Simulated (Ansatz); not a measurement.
## As2 (SMILES [As]#[As]): the energy, rung by rung

As2: 2 atoms, total charge 0, spin state singlet. As SMILES, `[As]#[As]`. The shape is that of a PBE0-D4/def2-TZVP optimisation.

| atom | x (Å) | y (Å) | z (Å) |
| --- | --- | --- | --- |
| As | 0.0000 | 0.0000 | 0.0025 |
| As | 0.0000 | 0.0000 | 2.0915 |

Quantity: the energy change with the As1–As2 bond stretched from 2.089 to 5.223 Å, in eV. The values are calculated.

| level | kind | program | value (eV) | less CCSD(T)/STO-3G | CPU time (all runs) |
| --- | --- | --- | --- | --- | --- |
| SVWN5/STO-3G (restricted) | LDA | Ansatz | 10.95 | +2.35 | 7 s |
| B3LYP/STO-3G (restricted) | global hybrid | Ansatz | 11.55 | +2.95 | 32 s |
| BHLYP/STO-3G (restricted) | global hybrid | Ansatz | 11.64 | +3.04 | 6.7 s |
| PBE0/STO-3G (restricted) | global hybrid | Ansatz | 11.97 | +3.37 | 45 s |
| CAM-B3LYP/STO-3G (restricted) | range-separated hybrid | Ansatz | 12.05 | +3.45 | 6.6 s |
| MP2/STO-3G (restricted) | perturbation theory | Ansatz | 10.38 | +1.78 | 2.7 s |
| BCCD(T)/STO-3G (restricted) | coupled cluster or CI | Ansatz | 8.60 | 0.00 | 3.1 s |
| CCSD(T)/STO-3G (restricted) | coupled cluster or CI | Ansatz | 8.60 | 0.00 | 2.7 s |

CCSD(T)/STO-3G (restricted) is the highest level here, not the true value. At this stretch a single reference begins to fail. All-electron rows without a relativistic Hamiltonian named are non-relativistic. The first shape isn't each level's own minimum. The values span 8.60 to 12.05 eV. All rows use very small basis sets, so none should be taken for the real molecule's value. In the correlated wave-function rows the outer d shell of As is correlated, in sets not made for it. In so small a basis fixed costs decide the times, and correlated methods can beat functionals. CPU times are rough (shared hosts, several kinds of processor and program).
